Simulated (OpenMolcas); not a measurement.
# Ionisation energies of potassium

- Program: OpenMolcas
- Basis: ANO-RCC [10s9p5d3f2g]
- Scalar Hamiltonian: DKH2, point nucleus
- Spin-orbit coupling: RASSI with atomic mean-field integrals over the reference wave functions, term energies averaged over their components

Active shells in each charge state: the valence s, p shells, with orbitals averaged over the low states. Where CASPT2's correlated closed shells are named, they are those of the first ion.

A. CASSCF
B. SS-CASPT2, IPEA 0.25 Eh, imaginary shift 0.1 Eh (closed shells correlated: 3s 3p)
C. SS-CASPT2, IPEA 0.25 Eh, imaginary shift 0.1 Eh (closed shells correlated: 2s 2p 3s 3p)
D. SS-CASPT2, IPEA 0 Eh, imaginary shift 0.1 Eh (closed shells correlated: 3s 3p)
E. SS-CASPT2, IPEA 0.25 Eh, imaginary shift 0.1 Eh (closed shells correlated: none)

Energies in eV between the lowest computed levels, named as in B; reference values from the NIST Atomic Spectra Database with their kind.

```
       From          To      A      B      C      D      E  Spin-orbit share in B         Reference
K 4s 2S 1/2  K+ 3p6 1S0  4.020  4.298  4.300  4.319  4.020                 +0.000  4.341 (measured)
```

Error against the reference values, in %:

```tsv
From	Reference	A	B	C	D	E
K	measured	-7.4	-1.0	-0.9	-0.5	-7.4
```

Absolute error against the one measured value: A 0.32 eV, B 0.04 eV, C 0.04 eV, D 0.02 eV, E 0.32 eV. D lies closest.
